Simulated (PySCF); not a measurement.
PySCF input file for W(NMe)(S)(OH)2 (CH₅NO₂SW), SMILES [N](C)=[W]([OH])([OH])=[S], multiplicity 1, TDA-LC-ωPBE/def2-SVPD. Geometry optimised at r2SCAN-D4/def2-SVP. The spin state was assumed, not searched. The def2 effective core potentials stand for the cores of W; spin–orbit coupling is left out. The values are those of a single conformer.

```python
import numpy as np
from pyscf import gto, scf, dft, tdscf

mol = gto.M(
    atom='''
    W    -0.17259568    0.18136590    0.00000000
    N    -0.25598700   -1.56579567    0.00000000
    C     0.25877095   -2.89152076   -0.00000000
    H     1.36484933   -2.88269468   -0.00000000
    H    -0.08676025   -3.44429762    0.89098454
    H    -0.08676026   -3.44429762   -0.89098453
    S     1.92683480    0.69060816   -0.00000001
    O    -1.00812358    0.81683747   -1.58113537
    H    -1.43967238    0.27038866   -2.25015285
    O    -1.00812357    0.81683747    1.58113537
    H    -1.43967236    0.27038866    2.25015287
    ''',
    basis='def2-SVPD',
    ecp={'W': 'def2-svp'},
    charge=0,
    spin=0,
    symmetry=True,
    max_memory=1600,
    verbose=4,
)
mf = dft.RKS(mol, xc='lc_wpbe').density_fit(auxbasis='def2-universal-jkfit')
mf.grids.level = 3
mf.conv_tol = 1e-9
mf.max_cycle = 100
mf.kernel()
mf.grids = dft.Grids(mol).set(level=1).build(with_non0tab=True)  # coarser grid for the response kernel
td = tdscf.TDA(mf)
td.singlet = True
td.nstates = 10
td.conv_tol = 1e-4
td.positive_eig_threshold = 1e-6
td.kernel(x0=td.get_init_guess(mf, 15))
td.analyze()
tt = tdscf.TDA(mf)
tt.singlet = False
tt.nstates = 4
tt.conv_tol = 1e-4
tt.positive_eig_threshold = 1e-6
tt.kernel(x0=tt.get_init_guess(mf, 9))
tt.analyze(verbose=3)
```

Log of the run:

```
PySCF version 2.14.0

[INPUT] verbose = 4
[INPUT] num. atoms = 11
[INPUT] num. electrons = 64
[INPUT] charge = 0
[INPUT] spin (= nelec alpha-beta = 2S) = 0
[INPUT] symmetry True subgroup None
[INPUT] Mole.unit = angstrom
[INPUT] Symbol           X                Y                Z      unit          X                Y                Z       unit  Magmom
[INPUT]  1 W     -0.172595680000   0.181365900000   0.000000000000 AA   -0.326158565483   0.342731879335   0.000000000000 Bohr   0.0
[INPUT]  2 N     -0.255987000000  -1.565795670000   0.000000000000 AA   -0.483745321449  -2.958924983330   0.000000000000 Bohr   0.0
[INPUT]  3 C      0.258770950000  -2.891520760000   0.000000000000 AA    0.489006224494  -5.464182319894   0.000000000000 Bohr   0.0
[INPUT]  4 H      1.364849330000  -2.882694680000   0.000000000000 AA    2.579191434996  -5.447503445941   0.000000000000 Bohr   0.0
[INPUT]  5 H     -0.086760250000  -3.444297620000   0.890984540000 AA   -0.163953110999  -6.508779193291   1.683716761822 Bohr   0.0
[INPUT]  6 H     -0.086760260000  -3.444297620000  -0.890984530000 AA   -0.163953129896  -6.508779193291  -1.683716742924 Bohr   0.0
[INPUT]  7 S      1.926834800000   0.690608160000  -0.000000010000 AA    3.641190059281   1.305060281790  -0.000000018897 Bohr   0.0
[INPUT]  8 O     -1.008123580000   0.816837470000  -1.581135370000 AA   -1.905077465916   1.543599106583  -2.987912815163 Bohr   0.0
[INPUT]  9 H     -1.439672380000   0.270388660000  -2.250152850000 AA   -2.720586507301   0.510960514588  -4.252172624910 Bohr   0.0
[INPUT] 10 O     -1.008123570000   0.816837470000   1.581135370000 AA   -1.905077447019   1.543599106583   2.987912815163 Bohr   0.0
[INPUT] 11 H     -1.439672360000   0.270388660000   2.250152870000 AA   -2.720586469506   0.510960514588   4.252172662704 Bohr   0.0

nuclear repulsion = 349.884285578264
point group symmetry = Cs
symmetry origin: [ 9.14383608e-10 -2.59075362e-09 -1.98116448e-09]
symmetry axis x: [ 1.00000000e+00  3.25123357e-09 -4.76874230e-09]
symmetry axis y: [ 3.25123358e-09 -1.00000000e+00  2.03587975e-09]
symmetry axis z: [-4.76874229e-09 -2.03588014e-09 -1.00000000e+00]
num. orbitals of irrep A' = 116
num. orbitals of irrep A" = 72
number of shells = 78
number of NR pGTOs = 281
number of NR cGTOs = 188
basis = def2-SVPD
ecp = {'W': 'def2-svp'}


[settings echo left out]
init E= -698.309853015366
HOMO (A') = -0.492584958953868  LUMO (A') = -0.298606264513882  gap/eV = 5.27843
cycle= 1 E= -710.972728623203  delta_E= -12.7  |g|= 1.08  |ddm|= 8.14
HOMO (A") = -0.263025857974548  LUMO (A') = 0.0384554429910369  gap/eV = 8.20372
cycle= 2 E= -710.923279125914  delta_E= 0.0494  |g|= 1.24  |ddm|=  2.1
HOMO (A') = -0.317541789982315  LUMO (A') = 0.0421030777024002  gap/eV = 9.78644
cycle= 3 E= -711.197027105356  delta_E= -0.274  |g|= 0.201  |ddm|= 1.02
HOMO (A') = -0.348399993362003  LUMO (A') = 0.00811811116627946  gap/eV = 9.70135
cycle= 4 E= -711.204732450381  delta_E= -0.00771  |g|= 0.0721  |ddm|= 0.278
HOMO (A') = -0.351951061836724  LUMO (A') = 0.0166211920783071  gap/eV = 10.02936
cycle= 5 E= -711.205644607253  delta_E= -0.000912  |g|= 0.0508  |ddm|= 0.111
HOMO (A') = -0.348808253914071  LUMO (A') = 0.0166092933363535  gap/eV = 9.94352
cycle= 6 E= -711.206200324255  delta_E= -0.000556  |g|= 0.00801  |ddm|= 0.0544
HOMO (A') = -0.348554020507044  LUMO (A') = 0.016380169715381  gap/eV = 9.93037
cycle= 7 E= -711.206223710029  delta_E= -2.34e-05  |g|= 0.00469  |ddm|= 0.0194
HOMO (A') = -0.348958059812132  LUMO (A') = 0.0165176339660844  gap/eV = 9.94510
cycle= 8 E= -711.206232203619  delta_E= -8.49e-06  |g|= 0.00145  |ddm|= 0.00859
HOMO (A') = -0.348975086398089  LUMO (A') = 0.0164495945504052  gap/eV = 9.94371
cycle= 9 E= -711.206233648457  delta_E= -1.44e-06  |g|= 0.000445  |ddm|= 0.00396
HOMO (A') = -0.348978529377929  LUMO (A') = 0.0165093257911011  gap/eV = 9.94543
cycle= 10 E= -711.206233939239  delta_E= -2.91e-07  |g|= 0.000125  |ddm|= 0.00198
HOMO (A') = -0.348986745505074  LUMO (A') = 0.0165098260110738  gap/eV = 9.94567
cycle= 11 E= -711.206233957541  delta_E= -1.83e-08  |g|= 5.6e-05  |ddm|= 0.000546
HOMO (A') = -0.348989317377788  LUMO (A') = 0.0165120041941746  gap/eV = 9.94580
cycle= 12 E= -711.206233959793  delta_E= -2.25e-09  |g|= 2.6e-05  |ddm|= 0.000181
HOMO (A') = -0.348988919969196  LUMO (A') = 0.01651125848259  gap/eV = 9.94577
cycle= 13 E= -711.206233960177  delta_E= -3.84e-10  |g|= 1.71e-05  |ddm|= 5.98e-05
HOMO (A') = -0.348989050588451  LUMO (A') = 0.0165123778855522  gap/eV = 9.94580
Extra cycle  E= -711.206233960307  delta_E= -1.31e-10  |g|= 2.04e-05  |ddm|= 4.36e-05
converged SCF energy = -711.206233960307
tot grids = 48272
Overwritten attributes  positive_eig_threshold  of <class 'pyscf.tdscf.rks.TDA'>


******** <class 'pyscf.tdscf.rks.TDA'> for <class 'pyscf.df.df_jk.DFSymAdaptedRKS'> ********
nstates = 10 singlet
deg_eia_thresh = 1.000e-03
wfnsym = None
conv_tol = 0.0001
eigh lindep = 1e-12
eigh level_shift = 0
eigh max_cycle = 100


Excitation energies (eV)
[3.88393642 4.21996367 4.39276643 5.01428341 5.15737623 5.36404308
 5.37637143 5.58347195 5.71502676 5.77475446]

** Singlet excitation energies and oscillator strengths **
Excited State   1:   A"      3.88394 eV    319.22 nm  f=0.0009
      31 -> 33        0.15160
      32 -> 34       -0.67753
Excited State   2:   A'      4.21996 eV    293.80 nm  f=0.0065
      31 -> 34       -0.38031
      32 -> 33        0.57013
Excited State   3:   A"      4.39277 eV    282.25 nm  f=0.0064
      31 -> 33        0.67017
      32 -> 34        0.15490
Excited State   4:   A'      5.01428 eV    247.26 nm  f=0.0348
      30 -> 33        0.19608
      31 -> 34       -0.41332
      32 -> 33       -0.24653
      32 -> 35       -0.32044
      32 -> 37        0.24317
      32 -> 38        0.20409
Excited State   5:   A"      5.15738 eV    240.40 nm  f=0.0000
      28 -> 34        0.16871
      29 -> 33       -0.21531
      30 -> 34        0.46570
      32 -> 36       -0.33207
      32 -> 39        0.24252
Excited State   6:   A'      5.36404 eV    231.14 nm  f=0.0105
      29 -> 34        0.30525
      30 -> 33       -0.39061
      31 -> 34        0.10947
      32 -> 33        0.10697
      32 -> 35       -0.26860
      32 -> 37        0.33973
Excited State   7:   A"      5.37637 eV    230.61 nm  f=0.0000
      29 -> 33        0.61853
      29 -> 37        0.14302
      30 -> 34        0.19793
      32 -> 36       -0.10982
Excited State   8:   A"      5.58347 eV    222.06 nm  f=0.0000
      28 -> 34       -0.18412
      30 -> 34        0.44887
      32 -> 36        0.39724
      32 -> 39       -0.25959
Excited State   9:   A"      5.71503 eV    216.94 nm  f=0.0139
      30 -> 34        0.12426
      31 -> 35       -0.46068
      31 -> 37        0.42705
      31 -> 38        0.21949
Excited State  10:   A'      5.77475 eV    214.70 nm  f=0.0045
      28 -> 33        0.19608
      29 -> 34       -0.28799
      30 -> 33       -0.29810
      32 -> 35       -0.13049
      32 -> 37       -0.17190
      32 -> 38        0.42979
      32 -> 41       -0.11679

** Transition electric dipole moments (AU) **
state          X           Y           Z        Dip. S.      Osc.
  1         0.0000      0.0000     -0.0947      0.0090      0.0009
  2        -0.1342     -0.2123     -0.0000      0.0631      0.0065
  3        -0.0000     -0.0000      0.2439      0.0595      0.0064
  4         0.5021      0.1762     -0.0000      0.2832      0.0348
  5         0.0000      0.0000      0.0133      0.0002      0.0000
  6        -0.1733     -0.2239     -0.0000      0.0802      0.0105
  7         0.0000     -0.0000      0.0023      0.0000      0.0000
  8        -0.0000     -0.0000      0.0032      0.0000      0.0000
  9        -0.0000     -0.0000     -0.3148      0.0991      0.0139
 10        -0.1736     -0.0401      0.0000      0.0318      0.0045

WARN: ECP detected. Skipping calculation of transition velocity and magnetic dipole moments, which have not yet been implemented.



******** <class 'pyscf.tdscf.rks.TDA'> for <class 'pyscf.df.df_jk.DFSymAdaptedRKS'> ********
nstates = 4 triplet
deg_eia_thresh = 1.000e-03
wfnsym = None
conv_tol = 0.0001
eigh lindep = 1e-12
eigh level_shift = 0
eigh max_cycle = 100


Excitation energies (eV)
[3.4147201  3.55517108 3.67929082 4.05774154]

** Triplet excitation energies and oscillator strengths **
Excited State   1:   A'      3.41472 eV    363.09 nm  f=0.0000
Excited State   2:   A"      3.55517 eV    348.74 nm  f=0.0000
Excited State   3:   A'      3.67929 eV    336.98 nm  f=0.0000
Excited State   4:   A"      4.05774 eV    305.55 nm  f=0.0000
```

The calculation finished and met its thresholds.

Cost: around 5 core-minutes (rough).
